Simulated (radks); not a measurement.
V III, configuration [Ar] 3d3 (the NIST ground configuration).

Method: scalar-relativistic Kohn-Sham, SCAN, spin-polarised, spherical densities, finite nucleus; open shells are filled with parallel spins first; meta-GGA in the generalised Kohn-Sham scheme; Fermi nuclear charge, rms radius 3.6002 fm; computed with a radial shooting solver on a logarithmic mesh with Libxc functionals.

Energy parts (eV):
total: -25812.554
kinetic: 26053.445
electron-nucleus: -61090.311
Hartree: 10454.132
exchange-correlation: -1229.820

Orbitals (lengths in bohr, moments of r in powers of bohr; r(max) is where P^2 peaks):
orbital  occ.  eigenvalue (eV)   r(max)
1s down     1        -5402.441  0.04350
1s up       1        -5402.412  0.04350
2s up       1        -627.4361   0.2552
2s down     1        -626.0100   0.2550
2p up       3        -525.1839   0.2082
2p down     3        -524.1199   0.2080
3s up       1         -90.7812   0.8208
3s down     1         -86.8562   0.8203
3p up       3         -63.3592   0.8471
3p down     3         -59.4918   0.8476
3d up       3         -22.3005   0.8897

The highest occupied level is 3d up at -22.301 eV. The electron density at the nucleus is 9929 e/bohr^3 (large components only). Spin moment in Bohr magnetons: 3. For comparison, the ionisation energy in NIST's Atomic Spectra Database is 29.311 eV (measured). In exact Kohn-Sham theory the highest level is minus the ionisation energy, but local and semilocal functionals leave it too shallow, through self-interaction and a potential that decays too fast; potentials with the right tail come closer. The density falls to 0.001 e/bohr^3 at r = 3.11 bohr.

Empty levels of this run are not shown, since the potential may be unsettled where no density lies.
